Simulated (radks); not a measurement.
Ni II, 27 electrons, occupied as [Ar] 3d9. Calculated with a radial shooting solver on a logarithmic mesh with Libxc functionals: scalar-relativistic Kohn-Sham, BLYP, spin-polarised, spherical densities, point nucleus; open shells are filled with parallel spins first. Some entries of the table are withheld. Estimate them.

orbital  occ.  eigenvalue (eV)  r(max) (bohr)  <r^2> (bohr^2)
1s down     1        -8218.208        0.03540        0.003935
1s up       1        -8218.208        0.03540        0.003935
2s up       1        -984.8868         0.2046         0.07084
2s down     1        -984.3710         0.2045         0.07079
2p up       3        -847.9857         0.1647         0.05691
2p down     3        -847.5953         0.1647         0.05686
3s up       1        -114.7271         0.6400          0.6393
3s down     1        -113.6442         0.6402          0.6407
3p up       3         -75.2869         0.6479          0.7286
3p down     3         -74.2325         0.6483          0.7315
3d up       5              (1)         0.6360           1.562
3d down     4              (2)         0.6383           1.646
4s up       0         -11.8395            (3)           8.119
4s down     0         -11.6289            (4)           8.286
4p up       0              (5)          2.850           14.13
4p down     0              (6)          2.887           14.46

Answer. 
(1) 3d up eigenvalue (eV): -13.4503
(2) 3d down eigenvalue (eV): -12.5456
(3) 4s up r(max) (bohr): 2.198
(4) 4s down r(max) (bohr): 2.219
(5) 4p up eigenvalue (eV): -6.7051
(6) 4p down eigenvalue (eV): -6.5960
